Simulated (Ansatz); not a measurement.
Basis-set extrapolation for ClFHSSi (`F[SiH]([S])Cl`) radical (PBE0-D4/def2-TZVP geometry, frozen core, the Gaussian-basis code of Ansatz). Multiplicity 2, UHF reference.

```csv
,def2-TZVPP,def2-QZVPP
HF,-1246.198313,-1246.236373
MP2 correlation,-0.691818,-0.760089
CCSD(T) correlation,-0.762733,not run
```

Energies in hartree. Use E(X) = E(∞) + A·exp(−7.88·√X) for Hartree–Fock and E(X) = E(∞) + B·X^(−2.97) for correlation, with X = 3 and 4, and add CCSD(T) minus MP2 of the smaller set to the MP2 limit.

What is the CCSD(T) energy at the basis-set limit?

HF limit: -1246.236373 + (-0.038060) × 0.13774 = -1246.24162. MP2 limit: -0.760089 + (-0.068271) × 0.74074 = -0.81066. Higher-order term: -0.762733 − (-0.691818) = -0.07091. Total: -1247.12319 hartree, 425.7 kJ/mol below CCSD(T)/def2-TZVPP.
